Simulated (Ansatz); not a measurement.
Program: Ansatz 0.2.0.

C2H4OZn. Total charge 0; spin multiplicity 1. The bonds changed during the relaxation, so this is another structure than the one it started from. The structure was optimised at the PBE0-D4/def2-TZVP level.

```xyz
8

C     0.826    0.874   -0.118
C    -0.193   -0.211   -0.020
O    -0.636   -0.819   -0.957
Zn   -2.695   -2.843    0.437
H     1.117    1.046   -1.153
H     0.421    1.792    0.319
H     1.701    0.604    0.481
H    -0.542   -0.443    1.011
```

(1) What is the dipole moment at PBE/def2-TZVPP? (Best estimate.)

(2) And with r2SCAN, B3LYP, ωB97M-V? (Estimate.)

(3) Give the Mulliken charges with PBE, ωB97M-V, r2SCAN in def2-TZVPP. (Best estimate.)

Answers

(1) The calculation gave: 2.92 D, with components (1.72, 2.02, 1.24) D in this frame, pointing from negative to positive charge.

(2) The calculation gave: r2SCAN 3.09 D, B3LYP 3.04 D, ωB97M-V 3.02 D.

(3) The calculation gave: 
```json
{"atom": "C1", "PBE": "-0.18", "ωB97M-V": "-0.24", "r2SCAN": "-0.09"}
{"atom": "C2", "PBE": "0.13", "ωB97M-V": "0.16", "r2SCAN": "0.22"}
{"atom": "O3", "PBE": "-0.23", "ωB97M-V": "-0.29", "r2SCAN": "-0.30"}
{"atom": "Zn4", "PBE": "-0.02", "ωB97M-V": "-0.01", "r2SCAN": "-0.02"}
{"atom": "H5", "PBE": "0.10", "ωB97M-V": "0.11", "r2SCAN": "0.07"}
{"atom": "H6", "PBE": "0.09", "ωB97M-V": "0.11", "r2SCAN": "0.06"}
{"atom": "H7", "PBE": "0.09", "ωB97M-V": "0.11", "r2SCAN": "0.06"}
{"atom": "H8", "PBE": "0.02", "ωB97M-V": "0.06", "r2SCAN": "0.01"}
```

B3LYP here is the variant with VWN-RPA as its local correlation; programs differ in this.
